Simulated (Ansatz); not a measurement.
```yaml
crystal:
  periodic: [false, false, false]
  atoms:
    - {symbol: F, position_ang: [-1.754496, -0.557205, -0.921735]}
    - {symbol: Xx, position_ang: [-0.388169, 0.197663, -0.612296]}
    - {symbol: B, position_ang: [0.467902, 0.125566, 1.064561]}
    - {symbol: O, position_ang: [0.770293, -0.821865, 0.146293]}
    - {symbol: H, position_ang: [0.098223, 0.718322, -1.903740]}
    - {symbol: H, position_ang: [0.848246, 0.273418, 2.180818]}
basis:
  gaussian: {orbitals: aug-cc-pVTZ, point_charges: [{charge: 1.00, position_ang: [4.503, -0.703, -0.304]}]}
total_charge: 1
magnetization: {spin_polarized: true, initial_magnetization: 1}
hamiltonian: {xc: {name: BLYP}, dispersion: d4}
```

```sh
$ ansatz run in.yaml --threads 2 --pin off --events-out ev --progress --plain --max-ram 4352MiB
```

Shortened log:

```
Error: YAML parse error: error: line 5 column 16: `Xx` is not an element symbol (H … Og, case-exact)
 --> <input>:5:16
3 |   atoms:
4 |     - {symbol: F, position_ang: [-1.754496, -0.557205, -0.921735]}
5 |     - {symbol: Xx, position_ang: [-0.388169, 0.197663, -0.612296]}
6 |     - {symbol: B, position_ang: [0.467902, 0.125566, 1.064561]}
7 |     - {symbol: O, position_ang: [0.770293, -0.821865, 0.146293]}
```

In this input an element symbol is wrong. The program refused the input.
